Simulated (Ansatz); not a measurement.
Reaction (atomization): `NC[O][ZnH]` → C• + 5 H• + N• + O• + Zn (atom)

Calculated with Ansatz (gas phase, PBE0-D4/def2-TZVP geometries, no zero-point term in ΔE). CCSD(T)/CBS adds triple-zeta CCSD(T) − MP2 to the extrapolated MP2 energy (def2 sets, frozen cores). This one scheme is used for every species, atoms too. Functionals use def2-TZVPP. No spin–orbit coupling; open shells (•) take unrestricted orbitals. Spin–orbit coupling would lower the free atoms: a little for C, O. Bonds to Zn are less sure, by a few kJ/mol each and by 10 to 20 or more in all where they break to atoms, as the def2 sets lack core-valence functions. Scalar relativity is left out up to krypton. One conformer a species, not always the lowest.

| level | ΔE (eV) |
| --- | --- |
| PBE-D4 | 30.66 |
| ωB97M-V | 30.03 |
| B2PLYP | 29.55 |
| r2SCAN | 29.99 |
| PBE0 | 29.75 |
| CCSD/def2-TZVPP | 28.50 |
| MP2/def2-QZVPP | 30.17 |
| CCSD/CBS(def2) | 29.40 |

Task: What does CCSD(T)/CBS give? (Estimate.)

Result: Ansatz gave: +29.92 eV. The listed levels differ from it by 0.74, 0.11, -0.37, 0.07, -0.17, -1.42, 0.25, -0.52 eV.

Largest T1 diagnostic among the species: 0.017.

In def2-TZVPP, CCSD(T) changes the Hartree–Fock value by +8.99 eV (the triples alone add +0.52 eV) and MP2 by +9.59 eV; breaking electron pairs costs correlation energy, which Hartree–Fock lacks. From PBE to PBE0 (25 % exact exchange), in def2-TZVPP and without D4, ΔE moves by −0.76 eV: exact exchange takes away binding that semilocal exchange gives to molecules.

For atomizations the MP2-based limit and the directly extrapolated one differ by several kJ/mol either way, and by 10 to 25 for some Ge, Se and Sn compounds, so smaller differences from it don't rank the levels.
